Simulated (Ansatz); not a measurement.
`CN[SiH2]CN` + PH₃ → `NC[SiH2]P` + CH₃NH₂  (ligand exchange at the Si–N bond)

Calculated with Ansatz (gas phase, PBE0-D4/def2-TZVP geometries, no zero-point term in ΔE). CBS: MP2 limit from def2 TZ/QZ plus the TZ coupled-cluster correction, frozen cores. This one scheme is used for every species. Each species was taken in one conformer, which may not be the lowest.

```tsv
species	SCS-MP2/def2-QZVPP energy (Eh)
`CN[SiH2]CN`	-480.48948
PH₃	-342.68833
`NC[SiH2]P`	-727.46553
CH₃NH₂	-95.69949
```

Work out ΔE.

ΔE = (-727.46553) + (-95.69949) − (-480.48948) − (-342.68833) = 0.01279 Eh = +33.6 kJ/mol. CCSD(T)/CBS gives +28.1 kJ/mol.

Largest T1 diagnostic among the species: 0.013.

In def2-TZVPP, CCSD(T) changes the Hartree–Fock value by −8.0 kJ/mol (the triples alone add −1.9 kJ/mol) and MP2 by −6.9 kJ/mol. From PBE to PBE0 (25 % exact exchange), in def2-TZVPP and without D4, ΔE moves by +3.3 kJ/mol.
